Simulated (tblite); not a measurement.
Run record: tight-binding relaxation, `CC#CC1C[SiH2][C@@H](C=1)C`.

Computed with GFN2-xTB geometry optimisation, gas phase (tblite 0.8.0). Start geometry: from a force field or distance geometry. A driver script takes a list of jobs; this job's settings line and coordinates (Å) are shown.

Command:
```bash
OMP_NUM_THREADS=1 python probes_run.py task.json out
```

Input:
```
{"job": {"kind": "relax", "xc": "GFN2-xTB", "basis": "xTB"}, "charge": 0, "multiplicity": 1}
C      4.424500     0.105500    -0.209700
C      2.966900    -0.035300    -0.061800
C      1.772400    -0.157500     0.100800
C      0.308400    -0.308900     0.263600
C     -0.469500     0.638000     0.591000
C     -1.917900     0.406000     0.740800
C     -2.752500     1.560200     0.249100
Si    -2.058600    -1.103200    -0.336300
C     -0.287300    -1.659300     0.068500
H      4.786600    -0.847100    -0.652000
H      4.672300     0.904400    -0.945500
H      4.926800     0.322300     0.742100
H     -0.087800     1.690300     0.756500
H     -2.173900     0.114700     1.790500
H     -3.825400     1.482000     0.447400
H     -2.520400     1.676500    -0.823200
H     -2.327500     2.481300     0.748900
H     -2.202100    -0.746600    -1.739100
H     -3.041100    -2.071400     0.145800
H     -0.360300    -2.232600     1.030400
H      0.157300    -2.202400    -0.753500
```

Output:
```
step      E/eV     max force
  0    -676.66910    5.772
  1    -676.90290    4.146
  2    -677.09838    1.159
  3    -677.10771    2.997
  4    -677.18477    0.952
  5    -677.21719    0.622
  6    -677.24722    0.516
  7    -677.25857    0.299
  8    -677.27218    0.309
  9    -677.28386    0.424
... (81 lines left out)
 91    -677.37207    0.019
 92    -677.37212    0.018
 93    -677.37218    0.019
 94    -677.37224    0.016
 95    -677.37229    0.017
 96    -677.37233    0.015
 97    -677.37237    0.011
 98    -677.37240    0.011
 99    -677.37242    0.011
100    -677.37244    0.010
```

«max force» is the largest atomic force in eV/Å.

Question: From which step on does the largest force stay under 0.1 eV/Å, and how much energy is left to gain from there?

Answer: From step 50 (0.090 eV/Å), 16.2 meV above the end.

Main results: energy lowered by 16.2 kcal/mol over 100 steps; largest atomic force 0.010 eV/Å at the end.

Hardware: an Arm Neoverse V2 with one thread, shared host. Cost: 0.72 s wall.
Labels such as C1 count atoms from 1, the log's own numbers from 0.
